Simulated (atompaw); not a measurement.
# Ag PAW (atompaw): all-electron and pseudo phase curves

Ag (Z = 47), PAW, made with atompaw 4.2.0.5 (PBEsol, scalar-relativistic). Core [Kr], reference 4d10 5s0.5 5p0.5. Waves: 5s (bound): rc 2.80 bohr; 5s channel at 0.05 Ry: rc 2.20 bohr; 5p (bound): rc 2.80 bohr; 5p channel at 0.35 Ry: rc 2.80 bohr; 4d (bound): rc 2.80 bohr; 4d channel at 1.3 Ry: rc 2.80 bohr. Local part: troulliermartins scheme with l = 3 at 0 Ry, radius 2.45 bohr. Core correction: smooth core density matched at 2.54 bohr. Augmentation charge: besselshape compensation charge, radius 2.25 bohr; PAW radius 2.80 bohr; waves and projectors: custom rrkj gramschmidtortho.

The phase is arctan(r·u′/u) with u = r·R(r), unwrapped; energies in Ry, scanned from -3 to 5 Ry. A pole is an energy at which the radial function vanishes at the test radius. The pseudo phase is shifted by a multiple of π to meet the all-electron one at the reference energy, and phase errors are pseudo minus all-electron; the curves can meet again beyond the range given. Levels narrower than the energy grid can be missing from the lists of poles.

```tsv
channel	radius (bohr)	reference energy (Ry)	poles, all-electron	poles, pseudo	unbroken range about the reference energy with phases within 0.05 rad	phase error 1 Ry above the reference energy (rad)
s	2.80	-0.38	1.15	1.14, 4.83	below 2.7	-0.000
p	2.80	-0.09	2.25	2.18, 3.35	below 2.8	-0.000
d	2.80	-0.63	-0.48, 4.32	-0.48, 4.33	the whole range	-0.000
```

Note: ghost state, extra bound levels that the all-electron valence spectrum of the same l lacks: s at -51.8 eV. A true bound ghost makes a file unfit for plane-wave use.

Phases in the s channel:

```csv
E (Ry),all-electron,pseudo
-3.00,1.328,1.331
-2.76,1.313,1.315
-2.52,1.296,1.296
-2.28,1.273,1.274
-2.04,1.245,1.245
-1.80,1.208,1.208
-1.56,1.157,1.157
-1.32,1.080,1.080
-1.08,0.956,0.956
-0.84,0.726,0.726
-0.60,0.252,0.252
-0.36,-0.479,-0.479
-0.12,-0.991,-0.991
0.12,-1.240,-1.240
0.36,-1.375,-1.375
0.60,-1.458,-1.458
0.84,-1.516,-1.516
1.08,-1.560,-1.560
1.32,-1.596,-1.597
1.56,-1.627,-1.629
1.80,-1.656,-1.660
2.04,-1.684,-1.692
2.28,-1.713,-1.727
2.52,-1.744,-1.771
2.76,-1.781,-1.832
3.00,-1.825,-1.933
3.24,-1.882,-2.153
3.48,-1.962,-2.874
3.72,-2.082,-4.035
3.96,-2.285,-4.420
4.20,-2.658,-4.564
4.44,-3.254,-4.640
4.68,-3.801,-4.689
4.92,-4.115,-4.726
```
